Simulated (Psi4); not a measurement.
Psi4 input (wB97X-D/6-311+G**):

```
memory 1500 MB

molecule {
-1 1
S     0.08993900    0.00028500   -0.00039200
H    -1.22735200   -0.00389600    0.00534800
H    -0.05803800    1.64023700    0.02031800
H    -0.04779900   -1.64057300   -0.01985700
H    -0.04570700   -0.02023300    1.64062800
H    -0.06013000    0.01989700   -1.64016700
symmetry c1
no_reorient
no_com
}

set {
  basis 6-311+G**
  reference rks
  scf_type pk
  dft_radial_points 99
  dft_spherical_points 590
  e_convergence 1e-8
  d_convergence 1e-7
  maxiter 150
}

e = energy('wb97x-d')
print_out(f'\nFINAL {e:.10f} DIPOLE {variable("CURRENT DIPOLE")[0]:.6f} {variable("CURRENT DIPOLE")[1]:.6f} {variable("CURRENT DIPOLE")[2]:.6f}\n')
```

Output:

```
   => Loading Basis Set <=

    Name: 6-311+G**
    Role: ORBITAL
    Keyword: BASIS
    atoms 1   entry S          line   429 file 6-311pgss.gbs
    atoms 2-6 entry H          line    42 file 6-311pgss.gbs

   => WB97X-D: Empirical Dispersion <=

    Chai and Head-Gordon Dispersion Correction
    Chai, J.-D.; Head-Gordon, M. (2010), J. Chem. Phys., 132: 6615-6620

        s6 =       1.000000

         ---------------------------------------------------------
                                   SCF
               by Justin Turney, Rob Parrish, Andy Simmonett
                          and Daniel G. A. Smith
                              RKS Reference
         ---------------------------------------------------------

  ==> Geometry <==

    Molecular point group: c1
    Full point group: C1

    Geometry (in Angstrom), charge = -1, multiplicity = 1:

       Center              X                  Y                   Z               Mass
    ------------   -----------------  -----------------  -----------------  -----------------
         S            0.089939000000     0.000285000000    -0.000392000000    31.972071174400
         H           -1.227352000000    -0.003896000000     0.005348000000     1.007825032230
         H           -0.058038000000     1.640237000000     0.020318000000     1.007825032230
         H           -0.047799000000    -1.640573000000    -0.019857000000     1.007825032230
         H           -0.045707000000    -0.020233000000     1.640628000000     1.007825032230
         H           -0.060130000000     0.019897000000    -1.640167000000     1.007825032230

  Running in c1 symmetry.

  Rotational constants: A =      2.33712  B =      2.33712  C =      1.55375 [cm^-1]
  Rotational constants: A =  70065.20944  B =  70065.20100  C =  46580.11192 [MHz]
  Nuclear repulsion =   29.277642291068002

  Charge       = -1
  Multiplicity = 1
  Electrons    = 22
  Nalpha       = 11
  Nbeta        = 11

  ==> Algorithm <==

  SCF Algorithm Type is PK.
  DIIS enabled.
  MOM disabled.
  Fractional occupation disabled.
  Guess Type is SAD.
  Energy threshold   = 1.00e-08
  Density threshold  = 1.00e-07
  Integral threshold = 1.00e-12

  ==> Primary Basis <==

  Basis Set: 6-311+G**
    Blend: 6-311+G**
    Number of shells: 34
    Number of basis functions: 60
    Number of Cartesian functions: 61
    Spherical Harmonics?: true
    Max angular momentum: 2

  ==> DFT Potential <==

   => LibXC <=

    Version 7.1.2
    S. Lehtola, C. Steigemann, M. J. T. Oliveira, and M. A. L. Marques,  SoftwareX 7, 1–5 (2018) (10.1016/j.softx.2017.11.002)

   => Composite Functional: WB97X-D <=

    wB97X-D Hyb-GGA Exchange-Correlation Functional

    J.-D. Chai and M. Head-Gordon,  Phys. Chem. Chem. Phys. 10, 6615–6620 (2008) (10.1039/B810189B)

    Deriv               =              1
    GGA                 =           TRUE
    Meta                =          FALSE

    Exchange Hybrid     =           TRUE
    MP2 Hybrid          =          FALSE

   => Exchange-Correlation Functionals <=

    1.0000   wB97X-D range-separated functional

   => Exact (HF) Exchange <=

    0.7780            HF,LR [omega = 0.2000]
    0.2220               HF

   => LibXC Density Thresholds  <==

    XC_HYB_GGA_XC_WB97X_D:  1.00E-14

   => Molecular Quadrature <=

    Radial Scheme          =       TREUTLER
    Pruning Scheme         =           NONE
    Nuclear Scheme         =       TREUTLER

    Blocking Scheme        =         OCTREE
    BS radius alpha        =              1
    Pruning alpha          =              1
    Radial Points          =             99
    Spherical Points       =            590
    Total Points           =         338659
    Total Blocks           =           2483
    Max Points             =            256
    Max Functions          =             60
    Weights Tolerance      =       1.00E-15

  ==> Integral Setup <==

  Using in-core PK algorithm.
   Calculation information:
      Number of atoms:                   6
      Number of AO shells:              34
      Number of primitives:             55
      Number of atomic orbitals:        61
      Number of basis functions:        60

      Integral cutoff                 1.00e-12
      Number of threads:                 1

  Performing in-core PK
  Using 5026095 doubles for integral storage.
  We computed 176925 shell quartets total.
  Whereas there are 177310 unique shell quartets.

  Computing range-separated integrals for PK
  We computed 176925 wK shell quartets total.
  Whereas there are 177310 wK unique shell quartets.

  ==> DiskJK: Disk-Based J/K Matrices <==

    J tasked:                  Yes
    K tasked:                  Yes
    wK tasked:                 Yes
    Omega:               2.000E-01
    Schwarz Cutoff:          1E-12


  Cached 100.0% of DFT collocation blocks in 0.506 [GiB].

  Minimum eigenvalue in the overlap matrix is 8.0916069787E-03.
  Reciprocal condition number of the overlap matrix is 1.3538740535E-03.
    Using symmetric orthogonalization.

  ==> Pre-Iterations <==

  SCF Guess: Superposition of Atomic Densities via on-the-fly atomic UHF (no occupation information).

   -------------------------
    Irrep   Nso     Nmo
   -------------------------
     A         60      60
   -------------------------
    Total      60      60
   -------------------------

  ==> Iterations <==

                        Total Energy        Delta E     RMS |[F,P]|

   @RKS iter SAD:  -400.96836210923851   -4.00968e+02   0.00000e+00
   @RKS iter   1:  -400.94594279571129    2.24193e-02   5.76780e-03 DIIS/ADIIS
   @RKS iter   2:  -400.97537782165654   -2.94350e-02   4.13598e-03 DIIS/ADIIS
   @RKS iter   3:  -400.99830648017422   -2.29287e-02   4.00768e-04 DIIS/ADIIS
   @RKS iter   4:  -400.99886288004666   -5.56400e-04   1.05707e-04 DIIS/ADIIS
   @RKS iter   5:  -400.99892592531450   -6.30453e-05   2.16819e-05 DIIS
   @RKS iter   6:  -400.99892987062731   -3.94531e-06   5.64023e-06 DIIS
   @RKS iter   7:  -400.99893037617477   -5.05547e-07   1.62255e-06 DIIS
   @RKS iter   8:  -400.99893041988952   -4.37147e-08   8.20275e-07 DIIS
   @RKS iter   9:  -400.99893043806924   -1.81797e-08   2.53188e-07 DIIS
   @RKS iter  10:  -400.99893043904547   -9.76229e-10   3.26769e-08 DIIS
  Energy and wave function converged.

  ==> Post-Iterations <==

   Electrons on quadrature grid:
      Ntotal   =   22.0000000629 ; deviation = 6.290e-08

    Orbital Energies [Eh]
    ---------------------

    Doubly Occupied:

       1A    -88.911906     2A     -7.937948     3A     -5.884450
       4A     -5.884450     5A     -5.881053     6A     -0.683030
       7A     -0.324833     8A     -0.314098     9A     -0.314098
      10A     -0.085072    11A     -0.043661

    Virtual:

      12A      0.212981    13A      0.213851    14A      0.213851
      15A      0.222487    16A      0.344949    17A      0.344949
      18A      0.346263    19A      0.505290    20A      0.505394
      21A      0.533330    22A      0.533330    23A      0.548212
      24A      0.686725    25A      0.686725    26A      0.767110
      27A      0.894753    28A      0.894753    29A      0.915742
      30A      1.051428    31A      1.089750    32A      1.158686
      33A      1.613715    34A      1.643167    35A      1.643167
      36A      1.658522    37A      1.681662    38A      1.712708
      39A      1.712708    40A      1.756889    41A      1.756889
      42A      1.763696    43A      1.857122    44A      1.857122
      45A      2.049050    46A      2.236968    47A      2.270614
      48A      2.436448    49A      2.443585    50A      2.443585
      51A      2.759799    52A      2.859312    53A      2.916351
      54A      2.916351    55A      3.159609    56A      8.135667
      57A     17.620107    58A     17.678128    59A     17.678128
      60A    189.359437

    Final Occupation by Irrep:
              A
    DOCC [    11 ]
    NA   [    11 ]
    NB   [    11 ]

  @RKS Final Energy:  -400.99893043904547

   => Energetics <=

    Nuclear Repulsion Energy =             29.2776422910680019
    One-Electron Energy =                -614.4897626257869661
    Two-Electron Energy =                 204.0094616927001709
    DFT Exchange-Correlation Energy =     -19.7949884254872188
    Empirical Dispersion Energy =          -0.0012833715394360
    VV10 Nonlocal Energy =                  0.0000000000000000
    Total Energy =                       -400.9989304390454663

Computation Completed

Properties will be evaluated at   0.000000,   0.000000,   0.000000 [a0]

Properties computed using the SCF density matrix

 Multipole Moments:

 ------------------------------------------------------------------------------------
     Multipole            Electronic (a.u.)      Nuclear  (a.u.)        Total (a.u.)
 ------------------------------------------------------------------------------------

 L = 1.  Multiply by 2.5417464519 to convert [e a0] to [Debye]
 Dipole X            :          0.1404369           -0.0000038            0.1404331
 Dipole Y            :          0.0004585           -0.0000151            0.0004434
 Dipole Z            :         -0.0006081           -0.0000038           -0.0006119
 Magnitude           :                                                    0.1404351

 ------------------------------------------------------------------------------------

FINAL -400.9989304390 DIPOLE 0.140433 0.000443 -0.000612

*** Psi4 exiting successfully. Buy a developer a beer!
```

The dipole moment of an ion depends on the origin.

The geometry given is a B3LYP-D3(BJ)/def2-TZVP minimum.
